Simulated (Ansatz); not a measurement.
Harmonic frequencies (cm⁻¹) at PBE0-D4/def2-TZVP from Ansatz: 26, 39, 67, 215, 253, 304, 356, 421, 526, 618, 635, 731, 786, 842, 866, 895, 924, 975, 989, 1133, 2274, 2283, 2344, 3902.

Each molecule was computed in one conformer, which needn't be the lowest.

Q: Which molecule is it?
A. `F[SiH2]N[SiH](F)F`
B. `O[Si@H](Cl)[Si@@H](O)F`
C. `O[SiH](F)O[SiH2]Cl`
D. `[F][GeH2][NH][GeH3]`

A: C.
